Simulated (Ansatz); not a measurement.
A made-up structure of AlBH4SO, closed shell:

```json
{"atom": "O1", "x (Å)": "-1.0486", "y (Å)": "1.9576", "z (Å)": "-1.0910"}
{"atom": "B2", "x (Å)": "-0.3869", "y (Å)": "1.0417", "z (Å)": "-0.3538"}
{"atom": "S3", "x (Å)": "-0.4940", "y (Å)": "-0.7356", "z (Å)": "-0.7636"}
{"atom": "Al4", "x (Å)": "0.7892", "y (Å)": "-1.5593", "z (Å)": "0.8079"}
{"atom": "H5", "x (Å)": "-1.5552", "y (Å)": "1.5829", "z (Å)": "-1.8181"}
{"atom": "H6", "x (Å)": "0.2625", "y (Å)": "1.4393", "z (Å)": "0.5660"}
{"atom": "H7", "x (Å)": "1.4749", "y (Å)": "-0.5970", "z (Å)": "1.8533"}
{"atom": "H8", "x (Å)": "-0.1530", "y (Å)": "-1.9878", "z (Å)": "-1.1700"}
```

It is relaxed with PBE-D4/def2-SVP and then PBE0-D4/def2-TZVP (Ansatz 0.2.0). Atoms count as bonded within 1.22 times the sum of their covalent radii (H–H: 0.88 Å). The end point is not checked to be a true minimum.

Question: Does its bonding change? (A judgement: the text doesn't fix the answer.)

Answer: The calculation gives: Yes. Formed: Al4–H8; broken: S3–H8.

Where it ends: The first stage lowers the energy by 4.53 eV in 21 steps. It ends as AlBH₄SO ([OH][BH][S][AlH2]):
O1  (-1.213, 2.260, -0.942)
B2  (-0.526, 1.231, -0.403)
S3  (-0.703, -0.458, -1.077)
Al4  (0.668, -1.532, 0.250)
H5  (-1.775, 2.010, -1.682)
H6  (0.192, 1.469, 0.520)
H7  (1.443, -0.754, 1.383)
H8  (0.804, -3.083, -0.018)
(Å)

Labels in which every atom is bracketed show which atoms are joined, not bond orders.

For scale, one of the runs: PBE0-D4/def2-TZVP relaxation, 160 basis functions, launched by `ansatz run in.yaml --threads 2 --pin off --events-out ev --progress --plain --max-ram 4352MiB`. Hardware: 2 CPU threads of an Intel Xeon 6975P-C, shared host. Wall time about 15 s.
